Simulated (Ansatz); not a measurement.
CH$_{5}$Cl$_{3}$GaN (`C[NH2+][Ga-]([Cl])([Cl])[Cl]`) at its PBE0-D4/def2-TZVP geometry, where that method's forces vanish. The species carries charge 0 and has multiplicity 1.

```xyz
11

C     0.5078    0.6464    1.1887
N    -0.5979    0.2991    0.2784
Ga   -0.0566   -0.8388   -1.3463
Cl    1.3723    0.4529   -2.3184
Cl   -1.9755   -1.0486   -2.3107
Cl    0.7369   -2.6023   -0.3893
H     0.1587    1.2486    2.0286
H     1.2598    1.1987    0.6272
H     0.9567   -0.2746    1.5575
H    -1.3206   -0.2193    0.7706
H    -1.0415    1.1377   -0.0863
```

Problem. What forces (eV/Å) does r2SCAN-D4/def2-TZVPP give on these atoms in Ansatz 0.2.0? (An estimate is asked.)

Solution. The calculation gave: 
```
C1   0.215  0.064  0.172
N2  -0.129 -0.077 -0.164
Ga3  0.003  0.007  0.012
Cl4 -0.001 -0.001 -0.002
Cl5  0.000 -0.001 -0.002
Cl6 -0.001 -0.001 -0.002
H7   0.006 -0.010 -0.013
H8  -0.025 -0.015  0.007
H9  -0.018  0.019 -0.014
H10 -0.027 -0.006  0.011
H11 -0.022  0.020 -0.005
```
